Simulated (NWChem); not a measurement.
CH4Al, doublet; SMILES [AlH][CH3]

Program: NWChem. Spin-unrestricted. Coordinates come from a PBE0/def2-SVP, spin-unrestricted optimisation. The spin multiplicity was typed, not searched, and may not be the lowest. No stability test was run on the SCF state. Level B3LYP/def2-SVP: energy and gradient on several grids; changes count from the extra-fine grid, which is no exact limit either.

```tsv
grid	size of the energy change (μHa)	largest change of a gradient component (μHa/bohr)
xcoarse	500	400
coarse	< 10	200
medium	< 10	< 30
fine	< 10	< 30
xfine	< 10	< 30
```
